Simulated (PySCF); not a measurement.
# EPR parameters of C3H7O3Si

C3H7O3Si (doublet state).
Atom-mapped SMILES: `[CH2:1][C@H:2]([SiH2:3][OH:4])[C:5](=[O:6])[OH:7]` (hydrogens: H8, H9 on C1; H10 on C2; H11, H12 on Si3; H13 on O4; H14 on O7)

Cartesian coordinates in Å at the GFN2-xTB level; atoms count from 1:
```
atom  x, y, z in Å
C1    -0.7531    1.1335   -1.1072
C2    -0.7427    0.3286    0.0902
Si3    1.0684    0.7338    0.8037
O4     2.0964    0.0726   -0.2401
C5    -0.6072   -1.1207   -0.0950
O6     0.0562   -1.6555   -0.9648
O7    -1.2136   -1.8376    0.8693
H8    -1.1518    2.1272   -1.0895
H9    -0.3818    0.7316   -2.0286
H10   -1.4944    0.5808    0.8302
H11    1.2003    0.1194    2.1247
H12    1.2022    2.1790    0.7961
H13    1.7593   -0.6113   -0.8362
H14   -1.0390   -2.7819    0.7353
```

The hyperfine couplings belong to this conformer and change with its torsions.

Method: UKS B3LYP, pcH-1 on C H O Si, non-relativistic, mean-field spin-orbit, GIAO (PySCF 2.14.0). Isolated species at its GFN2-xTB geometry (one conformer only). The geometry wasn't refined by DFT: couplings that depend on bond lengths, twists or pyramidal angles can differ widely from those at the functional's own minimum. The SCF solution wasn't tested for stability.

| Property | Result |
| --- | --- |
| g1, g2, g3 | 2.00202, 2.00246, 2.00347 |
| g_iso | 2.00265 |
| Form of g | rhombic: the two nearest values differ by 31 % of g3 − g1 |
| ⟨S²⟩ | 0.7539 (exact 0.7500) |

Hyperfine couplings atom by atom, in mT; T1 to T3 are the principal values of the dipolar part; ρ(0) is the spin density at the nucleus (MHz turned into mT with g_iso):

```json
{"atom": "C1", "isotope": "13C", "a_iso": "2.86", "of which spin–orbit": "0.00", "T1": "-2.73", "T2": "-2.70", "T3": "5.44", "Mulliken spin population": "1.01", "ρ(0) (bohr⁻³)": "0.0713"}
{"atom": "C2", "isotope": "13C", "a_iso": "-0.98", "of which spin–orbit": "0.00", "T1": "-0.17", "T2": "0.01", "T3": "0.16", "Mulliken spin population": "-0.06", "ρ(0) (bohr⁻³)": "-0.0243"}
{"atom": "Si3", "isotope": "29Si", "a_iso": "-3.93", "of which spin–orbit": "0.00", "T1": "-0.70", "T2": "0.31", "T3": "0.39", "Mulliken spin population": "0.06", "ρ(0) (bohr⁻³)": "0.1242"}
{"atom": "O4", "isotope": "17O", "a_iso": "-0.09", "of which spin–orbit": "0.00", "T1": "-0.05", "T2": "0.02", "T3": "0.04", "Mulliken spin population": "0.00", "ρ(0) (bohr⁻³)": "0.0042"}
{"atom": "C5", "isotope": "13C", "a_iso": "0.92", "of which spin–orbit": "0.00", "T1": "-0.13", "T2": "-0.10", "T3": "0.22", "Mulliken spin population": "0.02", "ρ(0) (bohr⁻³)": "0.0229"}
{"atom": "O6", "isotope": "17O", "a_iso": "-0.01", "of which spin–orbit": "0.00", "T1": "-0.09", "T2": "0.03", "T3": "0.06", "Mulliken spin population": "0.00", "ρ(0) (bohr⁻³)": "0.0002"}
{"atom": "O7", "isotope": "17O", "a_iso": "-0.29", "of which spin–orbit": "0.00", "T1": "-0.09", "T2": "0.04", "T3": "0.05", "Mulliken spin population": "0.00", "ρ(0) (bohr⁻³)": "0.0135"}
{"atom": "H8", "isotope": "1H", "a_iso": "-2.18", "of which spin–orbit": "0.00", "T1": "-1.33", "T2": "0.01", "T3": "1.31", "Mulliken spin population": "-0.04", "ρ(0) (bohr⁻³)": "-0.0136"}
{"atom": "H9", "isotope": "1H", "a_iso": "-2.19", "of which spin–orbit": "0.00", "T1": "-1.32", "T2": "0.01", "T3": "1.30", "Mulliken spin population": "-0.04", "ρ(0) (bohr⁻³)": "-0.0138"}
{"atom": "H10", "isotope": "1H", "a_iso": "1.46", "of which spin–orbit": "0.00", "T1": "-0.16", "T2": "-0.12", "T3": "0.28", "Mulliken spin population": "0.01", "ρ(0) (bohr⁻³)": "0.0092"}
{"atom": "H11", "isotope": "1H", "a_iso": "1.58", "of which spin–orbit": "0.00", "T1": "-0.09", "T2": "-0.03", "T3": "0.12", "Mulliken spin population": "0.03", "ρ(0) (bohr⁻³)": "0.0099"}
{"atom": "H12", "isotope": "1H", "a_iso": "-0.08", "of which spin–orbit": "0.00", "T1": "-0.15", "T2": "-0.06", "T3": "0.21", "Mulliken spin population": "0.00", "ρ(0) (bohr⁻³)": "-0.0005"}
{"atom": "H13", "isotope": "1H", "a_iso": "0.03", "of which spin–orbit": "0.00", "T1": "-0.08", "T2": "-0.07", "T3": "0.15", "Mulliken spin population": "0.00", "ρ(0) (bohr⁻³)": "0.0002"}
{"atom": "H14", "isotope": "1H", "a_iso": "0.11", "of which spin–orbit": "0.00", "T1": "-0.05", "T2": "-0.03", "T3": "0.08", "Mulliken spin population": "0.00", "ρ(0) (bohr⁻³)": "0.0007"}
```

The Mulliken spin populations are largest on C1 (+1.01), C2 (-0.06) and Si3 (+0.06). C1 is the only atom above +0.15. The angles at C1 add up to 360.0°, so it is planar; its axial dipolar tensor and the negative couplings of its protons fit spin in a p orbital normal to that plane.

Axes: g3 points within 8° of the C1–H8 bond.

Under fast tumbling the dipolar parts average out, and these isotropic splittings remain: 2 × 1H (H8/H9, I = 1/2, 3 lines) with 2.18 mT, 1 × 1H (H11, I = 1/2, 2 lines) with 1.58 mT, 1 × 1H (H10, I = 1/2, 2 lines) with 1.46 mT, 1 × 1H (H14, I = 1/2, 2 lines) with 0.11 mT, 1 × 1H (H12, I = 1/2, 2 lines) with 0.08 mT and 1 × 1H (H13, I = 1/2, 2 lines) with 0.03 mT.

Nuclei that the bonding pattern makes equivalent are averaged, as if the motion that swaps them (rotation, inversion, ring flip) were fast.

The 13C coupling of C1 (80.1 MHz) shows only in satellite lines or after enrichment, since that isotope makes up about 1.07 % of natural carbon.

The 29Si coupling of Si3 (-110.3 MHz) shows only in satellite lines or after enrichment, since that isotope makes up about 4.7 % of natural silicon.

β density exceeds α density at some nuclei, such as C2 (-0.0243) and H8/H9 (-0.0137), spin density in bohr⁻³. In a single determinant that takes different orbitals for the two spins, that is spin polarisation.

On one thread of an Arm Neoverse V2, shared host with 96 logical CPUs at a one-minute load of 41, this took 62 s (with the writing of density and orbital grids) and 0.96 GiB of memory at its peak.
